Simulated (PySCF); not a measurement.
Molecule: In(F)2(Vi), SMILES C=[CH][In]([F])[F] (C₂H₃F₂In). Atoms near the plane z = 1.2 Å, at the PBE0/def2-SVP optimised geometry (x, y, z in Å): In1 (0.1, -1.0, 0.0), F2 (-0.5, -2.9, 0.0), F3 (2.1, -1.0, 0.0), C4 (-1.0, 0.8, 0.0), C5 (-0.4, 1.9, 0.0), H6 (-2.1, 0.7, 0.0), H7 (-0.9, 2.9, 0.0), H8 (0.7, 2.0, 0.0).

Computed with PBE0/def2-TZVP, def2 effective core potentials past Kr run with PySCF. The core electrons that the potentials of In replace are not part of the density. The values are rescaled to run from 0 to 1.

```
|0000000000000000000000000000000|
|0000000000000000000000000000000|
|0000000000000000000000000000000|
|0000000000000000000000000000000|
|0000000000023200000000000000000|
|0000000000245410000000000000000|
|0000000000145421000000000000000|
|0000000000134432123200000000000|
|0000000000024443345410000000000|
|0000000000135665456410000000000|
|0000000000158985433200000000000|
|0000000111369985210000000000000|
|0000000233358974100000000000000|
|0000001343356763100000000000000|
|0000000222346653100000000000000|
|0000000001135653210001110000000|
|0000000000024432210012321000000|
|0000000000013322111134431000000|
|0000000000011222111135531000000|
|0000000000001111111134431000000|
|0000000000000111100123321000000|
|0000000000001111000011110000000|
|0000000000012221100000000000000|
|0000000000123443100000000000000|
|0000000000124553200000000000000|
|0000000000023443200000000000000|
|0000000000012222100000000000000|
|0000000000000110000000000000000|
|0000000000000000000000000000000|
|0000000000000000000000000000000|
|0000000000000000000000000000000|
```
Scale: ten equal steps from 0.000 (start of '0') to 1.00 (end of '9'), in the order '0123456789'; x runs from -5.00 to 5.00, y from -5.00 (bottom) to 5.00 (top).

Problem. Which quantity is mapped?
A) Laplacian of the electron density
B) electrostatic potential
C) electron localisation function
D) an orbital amplitude

Solution. C, electron localisation function
